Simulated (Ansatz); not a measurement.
Start from `O[SiH2][SiH2]Cl` and change one atom or group to get `CO[SiH2][SiH2]Cl`.

Ansatz, PBE0-D4/def2-TZVP geometries, multiplicity 1. Each molecule was computed in one conformer, which needn't be the lowest.

| property | `O[SiH2][SiH2]Cl` |
| --- | --- |
| HOMO–LUMO gap (B3LYP/def2-TZVPP) / eV | 6.58 |
| HOMO energy (PBE/def2-TZVPP) / eV | -6.71 |
| size of the dipole moment (B3LYP/def2-TZVPP) / D | 0.76 |
| HOMO–LUMO gap (PBE/def2-TZVPP) / eV | 4.87 |
| zero-point energy (PBE0-D4/def2-TZVP) / kJ/mol | 131.7 |
| HOMO energy (ωB97M-V/def2-TZVPP) / eV | -10.00 |

Task: Give the same properties after the change, and the shifts. (Best estimate.)

Result: Computed: 
```csv
property,`CO[SiH2][SiH2]Cl`,shift
HOMO–LUMO gap (B3LYP/def2-TZVPP) / eV,6.89,0.31
HOMO energy (PBE/def2-TZVPP) / eV,-6.84,-0.13
size of the dipole moment (B3LYP/def2-TZVPP) / D,2.22,1.46
HOMO–LUMO gap (PBE/def2-TZVPP) / eV,5.17,0.30
zero-point energy (PBE0-D4/def2-TZVP) / kJ/mol,205.8,74.1
HOMO energy (ωB97M-V/def2-TZVPP) / eV,-10.09,-0.09
```

With PBE0 the HOMO falls by 0.10 eV and the LUMO rises by 0.20 eV, so the gap widens by about 0.30 eV. PBE moves the HOMO by -0.13 eV and ωB97M-V by -0.09 eV. The zero-point energy changes by 74.1 kJ/mol with +9 modes. Dipoles are sizes alone; their direction can turn.

B3LYP here is the variant with VWN-RPA as its local correlation; programs differ in this.
